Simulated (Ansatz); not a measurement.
A nudged elastic band was laid between two geometries of AsH6NSi (9 atoms, charge 0, multiplicity 1).

These are results of RKS r2SCAN/def2-SVP in Ansatz 0.2.0, not measurements.

- movable images: 5
- climbing image: yes
- spring: 5.0 eV/Å²
- optimiser: quadratic models (default)
- start path: through a guess of the saddle point
- force threshold: 0.05 eV/Å
- iteration limit: 40
- end points: relaxed

Image 0:

```xyz
9
Properties=species:S:1:pos:R:3
Si -0.549 0.659 -0.833
N 0.874 0.208 0.055
As 0.992 -1.085 1.377
H -1.101 -0.457 -1.669
H -0.193 1.800 -1.730
H -1.633 1.070 0.112
H 1.785 0.523 -0.264
H -0.198 -0.606 2.215
H 0.112 -2.159 0.719
```

Image 6:

```xyz
9
Properties=species:S:1:pos:R:3
Si -0.655 0.777 -1.021
N 0.468 0.070 0.105
As -0.027 -1.023 1.519
H -1.005 -0.089 -2.195
H -0.060 2.036 -1.565
H -1.916 1.071 -0.281
H 1.452 0.047 -0.153
H 1.114 -0.635 2.464
H 0.719 -2.302 1.110
```

(1) Which bonds break or form, and what moves?

(2) What energy profile does the band end with?

(3) What is the geometry of the highest image?

The band took 10 iterations and roughly 11 core-minutes.

Results:

(1) No bond is made or broken. The height of As3 over the plane of its neighbours goes from 0.85 to -0.84 Å.

(2) The forces met the threshold. The highest image is number 3 of 0 to 6, 45.2 kcal/mol above the first end and 44.3 kcal/mol above the last; the last end lies 1.0 kcal/mol above the first. Neighbouring images differ by up to 1.6 eV, so the band resolves the path poorly. A vibrational analysis at the climbing image gives one clearly imaginary mode, 1035i cm⁻¹: a first-order saddle point.

```
image  path coordinate (Å)  energy (kcal/mol)  height of As3 over the plane of its neighbours (Å)
    0                 0.00                0.0                                                0.85
    1                 0.46                1.0                                                0.81
    2                 0.92               14.9                                                0.52
    3                 1.38               45.2                                                0.01
    4                 2.01                8.5                                               -0.64
    5                 2.63                1.2                                               -0.83
    6                 3.26                1.0                                               -0.84
```

(3) 
```xyz
9
Properties=species:S:1:pos:R:3
Si -0.633 0.746 -0.944
N 0.713 0.237 0.049
As 0.517 -1.081 1.268
H -1.154 -0.348 -1.821
H -0.122 1.853 -1.812
H -1.756 1.238 -0.096
H 1.668 0.504 -0.171
H 0.310 -0.702 2.677
H 0.545 -2.492 0.834
```

Time of the run: 5.4 min on 2 threads of AMD EPYC 7571, on a shared host, peak memory 0.18 GiB.
